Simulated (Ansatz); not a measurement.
`[NH2][Mg][O][SiH3]` → 5 H• + Mg (atom) + N• + O• + Si•  (atomization)

Isolated molecules relaxed with PBE0-D4/def2-TZVP in Ansatz; ΔE leaves out vibrations. CCSD(T)/CBS adds triple-zeta CCSD(T) − MP2 to the extrapolated MP2 energy (def2 sets, frozen cores). This one scheme is used for every species, atoms too. Functionals use def2-TZVPP. No spin–orbit coupling; open shells (•) take unrestricted orbitals. Spin–orbit coupling would lower the free atoms: a little for O, Si. For Mg outer-core shells are correlated without core-valence functions, so the limit isn't a true one: a few kJ/mol of doubt a bond, and 10 to 20 or more in all where bonds break to atoms. One conformer a species, not always the lowest.

```json
{"level": "LDA (SPW92)", "ΔE (kcal/mol)": "770.5"}
{"level": "HF/CBS(def2)", "ΔE (kcal/mol)": "490.2"}
```

**Question.** What does CCSD(T)/CBS give? (Best estimate.)

**Answer.** The calculation gave: +695.1 kcal/mol. The listed levels differ from it by 75.4, -204.9 kcal/mol.

Largest T1 diagnostic among the species: 0.012.

At CCSD(T), def2-SVP lies −61.5 kcal/mol from the extrapolated value and def2-TZVPP −27.5 kcal/mol: correlation converges slowly with the basis, and small sets miss more of it in the bonded molecule than in its fragments. From BLYP to BHLYP (50 % exact exchange), in def2-TZVPP and without D4, ΔE moves by −16.0 kcal/mol: exact exchange takes away binding that semilocal exchange gives to molecules.

For atomizations the MP2-based limit and the directly extrapolated one differ by several kJ/mol either way, and by 10 to 25 for some Ge, Se and Sn compounds, so smaller differences from it don't rank the levels.
